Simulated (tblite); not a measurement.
Species: C₄H₈F₂O₂Si.
Cartesian coordinates in Å at the GFN2-xTB level; atoms count from 1:
```
atom  x, y, z in Å
F1    -0.054    1.242    1.595
C2    -0.394    1.646    0.329
C3    -0.672    0.444   -0.573
O4    -1.808   -0.227   -0.118
Si5   -1.408   -1.541    0.785
O6     0.169   -1.597    0.320
C7     0.469   -0.610   -0.618
C8     1.866   -0.067   -0.334
F9     2.192    0.901   -1.253
H10   -1.306    2.242    0.425
H11    0.425    2.258   -0.057
H12   -0.873    0.832   -1.579
H13   -1.448   -1.296    2.213
H14   -2.167   -2.652    0.243
H15    0.468   -1.065   -1.619
H16    1.934    0.375    0.662
H17    2.600   -0.872   -0.431
```

Computed with GFN2-xTB (tblite): harmonic, unscaled wavenumbers at the GFN2-xTB geometry, gas phase. Against measured fundamentals such values can be off by several per cent, at times by over 20. Modes of hydrogen on silicon can be 10 to 20 % off. One conformer, not necessarily the lowest.

Harmonic wavenumbers (cm⁻¹): 70.6, 91.6, 106.7, 147.8, 210.1, 226.9, 335.0, 373.5, 443.0, 478.4, 511.0, 557.7, 623.3, 683.1, 760.8, 781.1, 811.3, 828.2, 845.1, 933.1, 987.5, 1015.5, 1046.2, 1082.5, 1123.4, 1126.7, 1133.6, 1174.8, 1212.1, 1255.5, 1272.4, 1279.3, 1304.9, 1322.3, 1333.6, 1434.2, 1461.1, 2363.3, 2392.2, 2876.4, 2926.5, 2969.8, 2971.6, 2976.7, 2990.2.

A = 2108, B = 1168, C = 955.0 MHz; mass 154.026 u (most abundant isotopes); point group C1, symmetry number 1.

Task: What is the zero-point energy?

Result: ½Σν̃ = 26425 cm⁻¹ = 75.55 kcal/mol.

Task: Give the ideal-gas entropy at 500 K and 1 bar in the rigid-rotor, harmonic-oscillator model (classical rotation).

Result: Translation 43.60, rotation 30.85, vibration 44.75: S = 119.2 cal/(mol K).

Task: And Cp and H(500 K) − H(0)?

Result: Cp = 54.55 cal/(mol K), of which vibrations give 46.60 (their classical limit is 45 R = 89.4); H(500 K) − H(0) = 15.84 kcal/mol without the zero-point energy, 11.87 from vibrations.

Task: What must be added to the electronic energy to get the Gibbs energy at 500 K and 1 bar?

Result: ZPE + [H(500 K) − H(0)] − T·S = 75.55 + 15.84 − 59.60 = 31.79 kcal/mol.

Task: Blend soft modes into free rotors: weight 1/[1 + (100 cm⁻¹/ν̃)⁴] for the oscillator and the rest for a rotor with moment μB/(μ + B), μ = h/(8π²ν), B = 10⁻⁴⁴ kg m². What vibrational entropy results?

Result: 42.29 cal/(mol K) in place of 44.75, which changes −T·S at 500 K by +1.23 kcal/mol.

Hindered rotation and anharmonicity are outside this model. Other conformers, if any are populated, would add a mixing term that is left out. The structure is chiral; the term R ln 2 for an equal mix with its mirror image is left out.
